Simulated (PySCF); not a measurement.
Structure problem from calculated spectra and properties.

Formula: C8H11ClO.

* 13C NMR: chemical shifts (computed TMS as zero) by class: 151.0 (1 C), 119.8 (1 C), 71.5 (1 C), 49.3 (1 C), 49.2 (1 C), 40.1 (1 C), 36.4 (1 C), 28.0 (1 C) ppm [GIAO PBE0/pcSseg-1]
* NMR, other nuclei: isotropic shieldings of nuclei other than C and H, by class: 303 (1 O), 646 (1 Cl) ppm [GIAO PBE0/pcSseg-1]
* 1H NMR: chemical shifts (computed TMS as zero) by class: 6.10 (1 H), 5.52 (1 H), 5.39 (1 H), 2.80 (1 H), 2.65 (1 H), 2.58 (1 H), 2.41 (1 H), 2.15 (1 H), 2.05 (1 H), 1.72 (1 H), 1.60 (1 H) ppm [GIAO PBE0/pcSseg-1]
* Rotational structure: rotational constants A, B, C: 1.780, 0.929, 0.842 GHz [GFN2-xTB]
* Dipole: 2.69 D [PBE0/pcSseg-1]

Electronic properties: PySCF, gas phase, density fitting. Levels stand in brackets. Geometry: GFN2-xTB, one conformer, isolated molecule. Each NMR value is the plain mean over a class of atoms that symmetry, rotation or inversion makes alike.

Problem. Give a SMILES that accounts for the data.

Solution. Numbering: `[CH2:1]=[CH:2][C@@:3]1([Cl:4])[CH2:5][CH2:6][C@@H:7]2[O:8][C@@H:9]2[CH2:10]1`. Its formula, C8H11ClO, gives 3 degrees of unsaturation: 2 rings and 1 π bond in the structure found. 8 carbons fall into 8 classes; from least to most shielded: alkene CH carbon [C2] (151.0 ppm), terminal =CH2 carbon [C1] (119.8 ppm), sp3 C–Cl carbon [C3] (71.5 ppm), ring sp3 carbon bound to oxygen [C7] (49.3 ppm), ring sp3 carbon bound to oxygen [C9] (49.2 ppm), ring CH2 carbon [C10] (40.1 ppm), ring CH2 carbon [C5] (36.4 ppm), ring CH2 carbon [C6] (28.0 ppm). Hydrogen classes from least to most shielded: 1 H on an alkene CH carbon, C2 (6.10 ppm), 1 H on a terminal =CH2 carbon, C1 (5.52 ppm), 1 H on a terminal =CH2 carbon, C1 (5.39 ppm), 1 H on an sp3 carbon bound to oxygen, C9 (2.80 ppm), 1 H on an sp3 carbon bound to oxygen, C7 (2.65 ppm), 1 H on a ring CH2 carbon, C10 (2.58 ppm), 1 H on a ring CH2 carbon, C10 (2.41 ppm), 1 H on a ring CH2 carbon, C5 (2.15 ppm), 1 H on a ring CH2 carbon, C6 (2.05 ppm), 1 H on a ring CH2 carbon, C6 (1.72 ppm), 1 H on a ring CH2 carbon, C5 (1.60 ppm). The other shieldings belong to: 303 ppm, epoxide oxygen [O8]; 646 ppm, alkyl chlorine [Cl4]. The optimised geometry has point group C1 and is an asymmetric top. Structure: `C=C[C@@]1(Cl)CC[C@@H]2O[C@@H]2C1`. Computed isomers that give other values at the same levels: `C=C[C@@H]1C[C@H](C(=O)Cl)[C@H]1C` (13C chemical shifts (computed TMS as zero) by class: 185.7 (1 C), 151.3 (1 C), 121.2 (1 C), 52.8 (1 C), 46.7 (1 C), 45.2 (1 C), 26.1 (1 C), 22.9 (1 C) ppm); `C=C/C(C(=O)Cl)=C(\C)CC` (13C chemical shifts (computed TMS as zero) by class: 177.3 (1 C), 171.8 (1 C), 142.4 (1 C), 136.7 (1 C), 132.9 (1 C), 36.3 (1 C), 25.3 (1 C), 15.7 (1 C) ppm); `C=C[C@@]1(C)C[C@@]1(C)C(=O)Cl` (13C chemical shifts (computed TMS as zero) by class: 186.4 (1 C), 149.7 (1 C), 122.4 (1 C), 39.9 (1 C), 38.5 (1 C), 36.8 (1 C), 21.8 (1 C), 19.6 (1 C) ppm). The assignments are read from this structure; whether some other isomer fits the data as well wasn't checked. The mirror image fits equally.
